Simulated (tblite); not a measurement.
Species: C7H8N (doublet state).
Geometry (GFN2-xTB, Å), atoms numbered from 1 in this order:
```
atom  x, y, z in Å
C1    -0.398    2.915   -0.701
C2    -0.401    1.928   -0.024
C3    -0.418    0.657    0.764
C4    -1.715   -0.040    0.507
C5    -1.517   -1.093   -0.273
C6    -0.059   -1.247   -0.571
N7     0.559   -0.294    0.323
C8     1.892    0.151    0.036
H9    -0.245    0.940    1.810
H10   -2.650    0.346    0.869
H11   -2.255   -1.768   -0.665
H12    0.315   -2.257   -0.363
H13    0.151   -1.025   -1.631
H14    2.536   -0.718   -0.099
H15    2.260    0.741    0.874
H16    1.937    0.773   -0.868
```

Computed values, GFN2-xTB/tblite, gas phase, harmonic and unscaled. This tight-binding method is rough: wavenumbers can miss measured ones by several per cent, in bad cases by 10 to 20. One conformer, not necessarily the lowest. Open shells enter through the occupations alone, without spin polarisation, and single modes of such species can be off by tens of per cent.

Harmonic wavenumbers (cm⁻¹): 91.4, 125.5, 165.0, 170.1, 247.8, 287.7, 322.5, 428.3, 467.6, 619.6, 732.3, 779.3, 842.3, 863.4, 917.6, 970.0, 988.4, 1034.4, 1058.1, 1090.3, 1101.1, 1131.6, 1162.8, 1199.9, 1227.6, 1250.4, 1296.6, 1321.3, 1412.0, 1450.1, 1470.4, 1479.9, 1658.2, 2255.2, 2820.7, 2876.4, 2893.9, 2912.6, 3008.4, 3017.6, 3135.7, 3153.6.

A = 2974, B = 2293, C = 1539 MHz; mass 106.066 u (most abundant isotopes); point group C1, symmetry number 1; spin multiplicity 2.

**Question.** What is the zero-point energy?

**Answer.** ½Σν̃ = 27719 cm⁻¹ = 331.59 kJ/mol.

**Question.** Entropy at 350 K, 1 bar (ideal gas, RRHO, classical rotation)?

**Answer.** Translation 170.36, rotation 118.39, vibration 100.36, spin (R ln 2) 5.76: S = 394.9 J/(mol K).

**Question.** And Cp and H(350 K) − H(0)?

**Answer.** Cp = 149.13 J/(mol K), of which vibrations give 115.87 (their classical limit is 42 R = 349.2); H(350 K) − H(0) = 31.24 kJ/mol without the zero-point energy, 19.60 from vibrations.

**Question.** How do the functions run with temperature in this model?

**Answer.** 
| T (K) | S (J/(mol K)) | Cp (J/(mol K)) | H − H(0) (kJ/mol) | G − H(0) (kJ/mol) | ln q(vib) |
| --- | --- | --- | --- | --- | --- |
| 50 | 234.0 | 44.9 | 1.83 | -9.88 | 0.12 |
| 100 | 271.9 | 65.9 | 4.62 | -22.57 | 0.74 |
| 298.15 | 372.5 | 130.7 | 23.98 | -87.07 | 4.34 |
| 373.15 | 404.7 | 157.2 | 34.78 | -116.22 | 5.78 |
| 500 | 456.4 | 196.8 | 57.32 | -170.87 | 8.25 |
| 750 | 547.5 | 252.3 | 113.99 | -296.66 | 13.10 |
| 1000 | 625.4 | 288.2 | 181.87 | -443.52 | 17.72 |

q(vib) and H(0) count from the zero-point level.

**Question.** What must be added to the electronic energy to get the Gibbs energy at 350 K and 1 bar?

**Answer.** ZPE + [H(350 K) − H(0)] − T·S = 331.59 + 31.24 − 138.20 = 224.63 kJ/mol.

**Question.** Blend soft modes into free rotors: weight 1/[1 + (100 cm⁻¹/ν̃)⁴] for the oscillator and the rest for a rotor with moment μB/(μ + B), μ = h/(8π²ν), B = 10⁻⁴⁴ kg m². What vibrational entropy results?

**Answer.** 97.44 J/(mol K) in place of 100.36, which changes −T·S at 350 K by +1.02 kJ/mol.

**Question.** Which modes carry the vibrational entropy at 350 K?

**Answer.** 91.4 cm⁻¹: 16.50; 125.5 cm⁻¹: 13.91; 165.0 cm⁻¹: 11.70; 170.1 cm⁻¹: 11.46; 247.8 cm⁻¹: 8.51; 287.7 cm⁻¹: 7.39 J/(mol K); the other 36 give 30.89 together.

Hindered rotation and anharmonicity are outside this model. Other conformers, if any are populated, would add a mixing term that is left out. The structure is chiral; the term R ln 2 for an equal mix with its mirror image is left out.
